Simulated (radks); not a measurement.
Question: The thulium ion Tm+, 68 electrons, occupied as [Kr] 4d10 4f13 5s2 5p5 6s1 7s1 (not the ground configuration). Method: Dirac Kohn-Sham, PBE, spin-unpolarised, spherical densities, finite nucleus; open shells fill j = l - 1/2 first; Fermi nuclear charge, rms radius 5.2256 fm; computed with a radial shooting solver on a logarithmic mesh with Libxc functionals. Some entries of the table are withheld. Estimate them.

orbital,occ.,eigenvalue (Ry),<1/r> (bohr^-1)
1s1/2,2,-4352.511,79.07
2s1/2,2,-734.8793,19.05
2p1/2,2,-700.5972,(1)
2p3/2,4,-628.5534,(2)
3s1/2,2,(3),6.979
3p1/2,2,-150.9058,6.896
3p3/2,4,-135.6923,6.228
3d3/2,4,-109.8927,6.114
3d5/2,6,-106.5675,5.952
4s1/2,2,-33.60893,2.918
4p1/2,2,-27.53166,2.808
4p3/2,4,-24.10284,2.577
4d3/2,4,-14.10015,2.354
4d5/2,6,-13.47694,2.297
5s1/2,2,-5.05644,(4)
5p1/2,2,-3.39299,0.9646
5p3/2,3,-2.95316,0.8857
4f5/2,6,-1.41152,1.719
4f7/2,7,-1.32259,1.690
6s1/2,1,(5),0.3964
6p1/2,0,-0.64251,0.3215
6p3/2,0,-0.59345,0.2999
7s1/2,1,(6),0.1785

Answer: 
(1) 2p1/2 <1/r> (bohr^-1): 19.03
(2) 2p3/2 <1/r> (bohr^-1): 16.42
(3) 3s1/2 eigenvalue (Ry): -166.0118
(4) 5s1/2 <1/r> (bohr^-1): 1.093
(5) 6s1/2 eigenvalue (Ry): -0.95845
(6) 7s1/2 eigenvalue (Ry): -0.34797
